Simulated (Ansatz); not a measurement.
Input for Ansatz (a quantum-chemistry and plane-wave program): R-wB97X-V/def2-TZVPP on CH6AlN (SMILES C[NH][AlH2]), a point of a torsion scan.

Ansatz 0.2 input:
```yaml
crystal:
  periodic: [false, false, false]
  atoms:
    - {symbol: C, position_ang: [-1.29852115, 0.26506035, 0.22068514]}
    - {symbol: N, position_ang: [-0.06334722, -0.49332074, 0.02460924]}
    - {symbol: Al, position_ang: [1.64702639, -0.01933069, -0.15133678]}
    - {symbol: H, position_ang: [-2.00296256, 0.10166310, -0.60091619]}
    - {symbol: H, position_ang: [-1.05445519, 1.32602632, 0.25794312]}
    - {symbol: H, position_ang: [-1.79131911, -0.00865395, 1.15880228]}
    - {symbol: H, position_ang: [-0.27967840, -1.48846609, -0.01195437]}
    - {symbol: H, position_ang: [2.71416776, -1.11276464, -0.34825073]}
    - {symbol: H, position_ang: [2.12307299, 1.44827111, -0.11635896]}
basis:
  gaussian:
    orbitals: def2-TZVPP
hamiltonian:
  xc: {name: wB97X-V}
scf: {lower_state_search: off}
```

Program output:

```
WARN ansatz: RAYON_NUM_THREADS=1 ignored (pool sized by the plan → 1); use --threads N
Functional definition: wB97X-V
these checks for a lower state are left out or cut short: stability, starts, cluster_reference, orbital_swaps, neighbouring_geometries, increment
integrals: 0.11 GiB planned
977 factors; their error is unknown
integrals: 0.15 GiB planned
258 factors; integrals over basis functions are off by at most 1.4e-5 eV
mean field: 1.00 GiB planned
mean field evaluation 1: about -9216.5882 eV, gradient 4.9e1 eV
mean field evaluation 2: about -9216.0605 eV, gradient 5.1e1 eV
mean field evaluation 4: about -9221.4241 eV, gradient 1.7e0 eV
mean field evaluation 8: about -9221.4383 eV, gradient 5.7e-2 eV
mean field evaluation 16: about -9221.4369 eV, gradient 2.0e-5 eV
mean field -9221.43694366 eV, -338.8815571651 hartree, gradient 6.5e-6 eV, S^2 0.000000; 0 other end points of the search recorded, 0 dependent functions left out
reference -9221.43694144 eV, -338.8815570834 hartree; 16, 16 occupied and 172, 172 virtual orbitals, 977 factors
Total energy: -9221.43694144 eV, -338.8815570834 hartree
Checks for a lower state left out: stability, starts, cluster_reference, orbital_swaps, neighbouring_geometries, increment
```

The calculation finished and met its thresholds.

Cost: around 5 core-seconds (rough).
